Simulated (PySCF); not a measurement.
Molfile (atoms numbered from 1):
```
C8H18Cl2S2Si
     RDKit          3D

 31 30  0  0  0  0  0  0  0  0999 V2000
   -5.8218   -0.3529    0.0388 C   0  0  0  0  0  0  0  0  0  0  0  0
   -4.3142   -0.2811   -0.1370 C   0  0  0  0  0  0  0  0  0  0  0  0
   -3.7285    1.0595    0.2853 C   0  0  0  0  0  0  0  0  0  0  0  0
   -2.2200    1.1613    0.1371 C   0  0  0  0  0  0  0  0  0  0  0  0
   -1.7446    1.0610   -1.6412 S   0  0  0  0  0  0  0  0  0  0  0  0
    0.3179    0.7000   -1.4336 Si  0  0  0  0  0  4  0  0  0  0  0  0
    1.0797    0.7095   -3.3454 Cl  0  0  0  0  0  0  0  0  0  0  0  0
    1.2886    2.2075   -0.3933 Cl  0  0  0  0  0  0  0  0  0  0  0  0
    0.5930   -1.1320   -0.4103 S   0  0  0  0  0  0  0  0  0  0  0  0
    2.2898   -0.9806    0.2652 C   0  0  0  0  0  0  0  0  0  0  0  0
    3.3831   -0.9829   -0.7884 C   0  0  0  0  0  0  0  0  0  0  0  0
    4.7903   -0.9838   -0.1960 C   0  0  0  0  0  0  0  0  0  0  0  0
    5.1285    0.2543    0.6223 C   0  0  0  0  0  0  0  0  0  0  0  0
   -6.2180   -1.3292   -0.2782 H   0  0  0  0  0  0  0  0  0  0  0  0
   -6.3304    0.4210   -0.5583 H   0  0  0  0  0  0  0  0  0  0  0  0
   -6.1131   -0.2010    1.0908 H   0  0  0  0  0  0  0  0  0  0  0  0
   -4.0500   -0.4758   -1.1901 H   0  0  0  0  0  0  0  0  0  0  0  0
   -3.8278   -1.0839    0.4449 H   0  0  0  0  0  0  0  0  0  0  0  0
   -4.2108    1.8765   -0.2799 H   0  0  0  0  0  0  0  0  0  0  0  0
   -3.9642    1.2467    1.3481 H   0  0  0  0  0  0  0  0  0  0  0  0
   -1.7171    0.3441    0.6775 H   0  0  0  0  0  0  0  0  0  0  0  0
   -1.8436    2.1174    0.5277 H   0  0  0  0  0  0  0  0  0  0  0  0
    2.3216   -0.0790    0.8930 H   0  0  0  0  0  0  0  0  0  0  0  0
    2.3828   -1.8530    0.9316 H   0  0  0  0  0  0  0  0  0  0  0  0
    3.2646   -0.1007   -1.4408 H   0  0  0  0  0  0  0  0  0  0  0  0
    3.2480   -1.8618   -1.4393 H   0  0  0  0  0  0  0  0  0  0  0  0
    4.9269   -1.8896    0.4215 H   0  0  0  0  0  0  0  0  0  0  0  0
    5.5088   -1.0790   -1.0269 H   0  0  0  0  0  0  0  0  0  0  0  0
    4.9639    1.1737    0.0377 H   0  0  0  0  0  0  0  0  0  0  0  0
    4.5141    0.3313    1.5327 H   0  0  0  0  0  0  0  0  0  0  0  0
    6.1813    0.2446    0.9422 H   0  0  0  0  0  0  0  0  0  0  0  0
  1  2  1  0
  2  3  1  0
  3  4  1  0
  4  5  1  0
  5  6  1  0
  6  7  1  0
  6  8  1  0
  6  9  1  0
  9 10  1  0
 10 11  1  0
 11 12  1  0
 12 13  1  0
  1 14  1  0
  1 15  1  0
  1 16  1  0
  2 17  1  0
  2 18  1  0
  3 19  1  0
  3 20  1  0
  4 21  1  0
  4 22  1  0
 10 23  1  0
 10 24  1  0
 11 25  1  0
 11 26  1  0
 12 27  1  0
 12 28  1  0
 13 29  1  0
 13 30  1  0
 13 31  1  0
M  END
```

Geometry: PBE0-D3(BJ)/def2-SVP; GIAO shifts from PySCF, gas phase, non-relativistic, averaged over equivalent atoms.

At PBE0/pcSseg-1 (346 basis functions):
```
                  atoms  δ (ppm)
                 C4/C10     36.5
                 C3/C11     35.5
                 C2/C12     24.6
                 C1/C13     14.8
                  S5/S9    -60.5
                    Si6     47.7
                Cl7/Cl8    150.6
        H21/H22/H23/H24     2.61
        H19/H20/H25/H26     1.51
        H17/H18/H27/H28     1.35
H14/H15/H16/H29/H30/H31     0.97
```

Referencing at the same level of theory: TMS for 13C (σ = 184.41 ppm) and 29Si (σ = 351.99 ppm) and 1H (σ = 31.27 ppm); CS2 for 33S (σ = 495.66 ppm); HCl for 35Cl (σ = 943.27 ppm).

Question: Predict the values at wB97X-D/pcSseg-1 on the same geometry.

Answer: 
```json
{"atoms": "C4/C10", "δ at wB97X-D/pcSseg-1": "35.2", "change": "-1.3"}
{"atoms": "C3/C11", "δ at wB97X-D/pcSseg-1": "34.8", "change": "-0.7"}
{"atoms": "C2/C12", "δ at wB97X-D/pcSseg-1": "23.9", "change": "-0.7"}
{"atoms": "C1/C13", "δ at wB97X-D/pcSseg-1": "14.9", "change": "+0.1"}
{"atoms": "S5/S9", "δ at wB97X-D/pcSseg-1": "-65.7", "change": "-5.2"}
{"atoms": "Si6", "δ at wB97X-D/pcSseg-1": "52.5", "change": "+4.8"}
{"atoms": "Cl7/Cl8", "δ at wB97X-D/pcSseg-1": "139.3", "change": "-11.3"}
{"atoms": "H21/H22/H23/H24", "δ at wB97X-D/pcSseg-1": "2.52", "change": "-0.09"}
{"atoms": "H19/H20/H25/H26", "δ at wB97X-D/pcSseg-1": "1.46", "change": "-0.05"}
{"atoms": "H17/H18/H27/H28", "δ at wB97X-D/pcSseg-1": "1.31", "change": "-0.04"}
{"atoms": "H14/H15/H16/H29/H30/H31", "δ at wB97X-D/pcSseg-1": "0.97", "change": "+0.00"}
```

Shifts are taken against calculated references (same method and geometry level): 13C (184.54 ppm), 29Si (352.93 ppm), 1H (31.38 ppm) against TMS; 33S (493.71 ppm) vs CS2; 35Cl (939.37 ppm) against HCl.

The largest change is at Cl7/Cl8 (chlorine bonded to Si). Cost: 346 basis functions. The order of the carbon signals is the same at both levels.
